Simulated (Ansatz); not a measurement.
Abridged output of a molecular run in Ansatz:

```
Functional definition: HF
1793 factors; integrals over basis functions are off by at most 9.8e-4 eV
mean field evaluation 1: about -95929.4786 eV, gradient 4.5e1 eV
mean field evaluation 2: about -95929.6446 eV, gradient 4.5e1 eV
mean field evaluation 4: about -95933.8491 eV, gradient 3.9e0 eV
mean field evaluation 8: about -95933.9243 eV, gradient 3.5e-1 eV
mean field evaluation 16: about -95933.9251 eV, gradient 1.7e-6 eV
mean field -95933.92514952 eV, -3525.5067228950 hartree, gradient 1.7e-6 eV, S^2 0.000000; 0 other end points of the search recorded, 0 dependent functions left out
24 core orbitals not correlated: weight in the atoms' cores, before any rotation towards them, 1.000 or more for the frozen orbitals, at most 0.000 for the correlated occupied ones
reference -95933.92514952 eV, -3525.5067228950 hartree; 25, 25 occupied and 220, 220 virtual orbitals, 1793 factors
second order -29.58705068 eV of doubles, -0.00000000 eV of singles
cycle   1  -29.57663662 eV  change    1.0e-2 eV  update   1.3e-1
cycle   2  -30.32464515 eV  change   -7.5e-1 eV  update   4.1e-2
cycle   3  -30.50121324 eV  change   -1.8e-1 eV  update   2.4e-2
cycle   4  -30.48429379 eV  change    1.7e-2 eV  update   6.3e-3
cycle   5  -30.47688804 eV  change    7.4e-3 eV  update   2.9e-3
cycle   6  -30.47821069 eV  change   -1.3e-3 eV  update   9.5e-4
cycle   7  -30.47794245 eV  change    2.7e-4 eV  update   4.0e-4
cycle   8  -30.47780699 eV  change    1.4e-4 eV  update   1.4e-4
cycle   9  -30.47790136 eV  change   -9.4e-5 eV  update   6.4e-5
cycle  10  -30.47791551 eV  change   -1.4e-5 eV  update   2.0e-5
perturbative correction -1.12703038 eV, -0.0414176027 hartree
Total energy: -95965.53009541 eV, -3526.6681832339 hartree
```

Its atoms:

Z-matrix (Å, degrees):
```
Si
O 1 1.635
H 1 1.490 2 111.5
H 1 1.486 2 108.4 3 119.8
H 1 1.490 2 111.2 3 -120.6
In 2 1.966 1 135.5 3 51.0
Br 6 2.445 2 116.7 1 -0.2
S 6 2.351 2 117.8 1 179.8
H 8 1.346 6 91.5 2 -0.1
```

Q: Which basis set was used?
A. def2-TZVPP
B. cc-pV(D+d)Z
C. def2-SVPD
D. def2-SVP

A: A. It gives 269 functions.

Q: Write the keys of the input that set method, charge and spin (a neutral closed shell needs none for the last two).

A: 
```yaml
correlation: {method: ccsd_t}
```
